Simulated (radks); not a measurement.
Coulomb parameter of the 5d shell of the iridium ion Ir2+ in the model configuration [Xe] 4f14 5d6 6s1, as a second difference U = [E(n + 1) + E(n - 1) - 2 E(n)] / (1)^2 with all orbitals relaxed. "Bare": the charge of the atom changes with n. "Screened": the 6s shell takes up the change at fixed total charge, which measures U(5d,5d) + U(6s,6s) - 2 U(5d,6s). All-electron calculation, scalar-relativistic Kohn-Sham, PBE, spin-unpolarised, spherical densities, finite nucleus; Fermi nuclear charge, rms radius 5.4032 fm. Program: a radial shooting solver on a logarithmic mesh with Libxc functionals.

| case | configuration | E - E(n) (eV) |
|---|---|---|
| start | [Xe] 4f14 5d6 6s1 | 0.000 |
| bare +1 | [Xe] 4f14 5d7 6s1 | -20.967 |
| bare -1 | [Xe] 4f14 5d5 6s1 | 33.130 |
| screened +1 | [Xe] 4f14 5d7 | -3.505 |
| screened -1 | [Xe] 4f14 5d5 6s2 | 4.690 |

U(bare) = 12.163 eV, U(screened by 6s) = 1.185 eV, against the Slater integral F0(5d,5d) = 15.573 eV with frozen orbitals.
